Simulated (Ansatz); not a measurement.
Total energies of the cluster Si₈H₆ from Ansatz at PBE0-D4/def2-TZVP, gas phase (1 Eh = 27.2114 eV = 2625.5 kJ/mol). The reference geometry is relaxed at PBE-D4/def2-SVP.

```
atom   x (Å)   y (Å)   z (Å)
 Si1  -2.976  -1.586   1.933
 Si2   1.245   1.921  -0.491
 Si3  -1.652   0.280   1.652
 Si4   0.353  -1.465  -0.886
 Si5  -0.034   0.442  -2.287
 Si6   2.210  -0.100  -0.664
 Si7  -0.860  -1.945   1.060
 Si8  -0.983   1.419  -0.294
  H9   0.745  -2.767  -1.541
 H10  -1.435   1.178   2.848
 H11   3.388  -0.191  -1.611
 H12  -1.838   2.647  -0.488
 H13   1.908   3.151  -1.056
 H14  -0.070  -2.984   1.824
```

```
                 state   geometry  energy (Eh)
      charge 0 singlet  reference  -2318.61226
      charge 1 doublet  reference  -2318.33982
free Si atom (triplet)          –   -289.24943
 free H atom (doublet)          –     -0.50104
```

Question: Work out the vertical ionisation energy to the doublet.

Answer: E(charge 1 doublet) − E(charge 0 singlet) = -2318.33982 − (-2318.61226) = 0.27244 Eh = 7.41 eV. For comparison, −ε of the highest occupied level is 6.06 eV at this level, 1.35 eV less.

Question: What is the binding energy per atom against free atoms?

Answer: Atoms: 8 × (-289.24943) + 6 × (-0.50104) = -2317.00168 Eh. Binding: -2317.00168 − (-2318.61226) = 1.61058 Eh = 43.83 eV, or 3.13 eV for each of 14 atoms (no zero-point energy, no counterpoise term).

The restricted singlet is unstable towards broken spin symmetry in Hartree–Fock (as tested in another run); at PBE0-D4/def2-TZVP this wasn't settled. 

The structure comes from a short search, and lower isomers may exist.
